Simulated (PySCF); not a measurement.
## ORD: `[SiH2]1[Si@H](O)[SiH2]C[C@H]1Br`, C$_{2}$H$_{9}$BrOSi$_{3}$

Geometry:
```json
{"atom": "O1", "x (Å)": "1.563", "y (Å)": "2.518", "z (Å)": "0.619"}
{"atom": "Si2", "x (Å)": "0.831", "y (Å)": "1.452", "z (Å)": "-0.382"}
{"atom": "Si3", "x (Å)": "-1.412", "y (Å)": "1.001", "z (Å)": "0.084"}
{"atom": "C4", "x (Å)": "-1.254", "y (Å)": "-0.880", "z (Å)": "0.472"}
{"atom": "C5", "x (Å)": "-0.158", "y (Å)": "-1.568", "z (Å)": "-0.323"}
{"atom": "Br6", "x (Å)": "-0.602", "y (Å)": "-1.475", "z (Å)": "-2.257"}
{"atom": "Si7", "x (Å)": "1.579", "y (Å)": "-0.741", "z (Å)": "-0.158"}
{"atom": "H8", "x (Å)": "1.554", "y (Å)": "2.447", "z (Å)": "1.568"}
{"atom": "H9", "x (Å)": "1.149", "y (Å)": "2.112", "z (Å)": "-1.646"}
{"atom": "H10", "x (Å)": "-2.372", "y (Å)": "1.174", "z (Å)": "-1.009"}
{"atom": "H11", "x (Å)": "-2.031", "y (Å)": "1.597", "z (Å)": "1.280"}
{"atom": "H12", "x (Å)": "-2.211", "y (Å)": "-1.380", "z (Å)": "0.303"}
{"atom": "H13", "x (Å)": "-1.018", "y (Å)": "-1.025", "z (Å)": "1.531"}
{"atom": "H14", "x (Å)": "-0.135", "y (Å)": "-2.638", "z (Å)": "-0.114"}
{"atom": "H15", "x (Å)": "2.434", "y (Å)": "-1.406", "z (Å)": "-1.143"}
{"atom": "H16", "x (Å)": "2.077", "y (Å)": "-1.179", "z (Å)": "1.163"}
```

Level of theory: TDDFT B3LYP/def2-SVPD circular dichroism and optical rotation, one conformer, gas phase in PySCF. Geometry: GFN2-xTB.

The molecule is flexible and this is one conformer; a measurement averages over conformers. The calculation is non-relativistic, which matters for the atoms heavier than Zn.

Stereocentres: Si2 R, C5 R.

What is the specific rotation at 633, 589.3, 546, 436, 405, 365, 355 nm?

[α] in deg dm⁻¹ (g/mL)⁻¹:
```
λ (nm)  origin-invariant length gauge  modified velocity gauge  length gauge (centre of mass)  isotropic polarisability (au)
   633                           +1.3                     +1.2                           +0.4                          134.5
 589.3                           +2.7                     +2.4                           +1.7                          135.3
   546                           +5.1                     +4.5                           +3.8                          136.2
   436                          +22.9                    +20.0                          +20.5                          140.1
   405                          +36.3                    +31.6                          +33.2                          141.9
   365                          +69.8                    +59.8                          +65.4                          145.2
   355                          +83.4                    +70.9                          +78.5                          146.3
```

The first excitation lies at 4.74 eV (262 nm) with R = -2.2 × 10⁻⁴⁰ esu² cm² (velocity form).
